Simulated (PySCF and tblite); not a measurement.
The numbers below are computed, except where a source is named.
3 regioisomers of C₉H₁₆S:

| isomer | SMILES |
| --- | --- |
| A | [CH3:1][S:2][C@@H:3]1[CH2:4][CH2:5][C@@H:6]2[CH2:7][CH2:8][CH2:9][C@H:10]12 |
| B | [CH3:1][S:2][CH:3]1[CH2:4][C@H:5]2[CH2:6][CH2:7][CH2:8][C@@H:9]2[CH2:10]1 |
| C | [CH3:1][S:2][C@:3]12[CH2:4][CH2:5][CH2:6][C@@H:7]1[CH2:8][CH2:9][CH2:10]2 |

Each isomer is a Boltzmann average at 298.15 K over at most 6 conformers: GFN2-xTB geometries, energies PBE0/6-31G* (D3(BJ) added where defined), GIAO shieldings PBE0/6-31G*, GFN2-xTB thermal terms. Programs: PySCF with density fitting and tblite.

**Question.** What shifts does each isomer give (ppm; of two unlike H on one atom, a is the less shielded)?

**Answer.** 
A: ¹H (against TMS): 2.95 (H3, 1H), 2.72 (H10, 1H), 2.57 (H6, 1H), 2.15 (H9a, 1H), 2.04 (H7a, 1H), 1.96 (H4a, 1H), 1.91 (H1, 3H), 1.84 (H9b, 1H), 1.77 (H8a, 1H), 1.76 (H5a, 1H), 1.67 (H4b, 1H), 1.60 (H5b, 1H), 1.52 (H8b, 1H), 1.39 (H7b, 1H). ¹³C (against TMS): 54.8 (C3), 45.5 (C10), 43.0 (C6), 36.9 (C7), 32.9 (C5), 32.0 (C4), 31.4 (C9), 29.0 (C8), 19.1 (C1).

B: ¹H (against TMS): 3.34 (H3, 1H), 2.29 (H5, 1H), 2.24 (H10a, 1H), 2.23 (H7a, 1H), 2.19 (H7b, 1H), 2.01 (H9, 1H), 1.90 (H1, 3H), 1.86 (H4a, 1H), 1.75 (H6a, 1H), 1.72 (H8a, 1H), 1.72 (H4b, 1H), 1.32 (H8b, 1H), 1.28 (H10b, 1H), 1.23 (H6b, 1H). ¹³C (against TMS): 53.2 (C9), 52.7 (C3), 51.7 (C5), 37.0 (C4), 35.5 (C10), 30.5 (C7), 27.7 (C8), 27.4 (C6), 18.3 (C1).

C: ¹H (against TMS): 2.69 (H5a/H9a, 2H), 2.55 (H7, 1H), 2.20 (H5b/H9b, 2H), 1.93 (H4a/H10a, 2H), 1.86 (H6a/H8a, 2H), 1.86 (H1, 3H), 1.61 (H6b/H8b, 2H), 1.42 (H4b/H10b, 2H). ¹³C (against TMS): 73.0 (C3), 57.5 (C7), 32.5 (C4/C10), 30.5 (C5/C9), 25.6 (C6/C8), 14.5 (C1).

Shifts are unscaled: against experiment ¹³C can be off by 15 ppm or more and ¹H by 0.8 ppm. The cap on conformers cut off some of the population, so the set may be incomplete. The search found a single conformer for at least one isomer; other rotamers may be missing.
